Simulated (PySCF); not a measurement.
**Computed properties of C2H10O2Si2, SMILES CC([SiH2]O)[SiH2]O**

C₂H₁₀O₂Si₂, SMILES CC([SiH2]O)[SiH2]O. Coordinates come from a B3LYP-D3(BJ)/def2-SVP optimisation. This is a generated structure with no PubChem entry under its InChIKey; it may be hypothetical. Other conformers were not sampled. All values are computed for the isolated molecule unless a solvent is named; none is compared with measurement here.

**Structure.** All 42 harmonic modes at B3LYP-D3(BJ)/def2-SVP (PySCF) are real, so it is a minimum. With heavy atoms numbered as in [CH3:1][CH:2]([SiH2:3][OH:4])[SiH2:5][OH:6], the shortest bond between them is C1–C2 at 1.545 Å and the longest C2–Si3 at 1.889 Å.

**Vibrations.** The strongest infrared lines (harmonic, unscaled, degenerate partners summed) lie at 914 cm⁻¹ (302 km/mol, H 87 %, Si 10 %), 2253 cm⁻¹ (198 km/mol, H 97 %), 830 cm⁻¹ (189 km/mol, O 45 %, H 37 %, Si 17 %). The softest mode is at 45 cm⁻¹ and the zero-point energy is 74.0 kcal/mol.

**Electronic structure.** PBE0/def2-TZVP (PySCF) places the frontier levels at -7.84 and 0.03 eV, a gap of 7.87 eV, and gives a dipole moment of 1.87 D and a mean polarisability of 81.2 bohr³. PBE/def2-TZVP (PySCF) at the same geometry gives -6.52 and -0.85 eV, so its gap is 2.20 eV narrower. An orbital gap is neither the optical nor the fundamental gap.

**Excitations.** TDA-B3LYP/def2-SVPD (PySCF) has S1 at 6.36 eV (195 nm, f = 0.010, weak); the most intense of the 6 singlets computed lies at 7.26 eV (f = 0.02). T1 (TDA) is at 6.15 eV, 0.21 eV under S1. TDA-PBE/def2-SVPD (PySCF) puts S1 at 5.70 eV. No vertical singlet excitation falls in the visible range (under 3.1 eV).

**NMR.** GIAO shifts at HF/pcSseg-1 (PySCF) (non-relativistic, atoms alike by connectivity averaged): ¹³C from 8.0 to 12.4 ppm against TMS; ¹H from -0.4 to 4.6 ppm against TMS; ²⁹Si at -11.7 ppm against TMS.

**Solvation.** SMD-ωB97X/6-31G* (PySCF) gives -8.0 kcal/mol in water, -7.8 kcal/mol in acetone, -3.9 kcal/mol in n-hexane (1 M in both phases, gas-phase geometry).
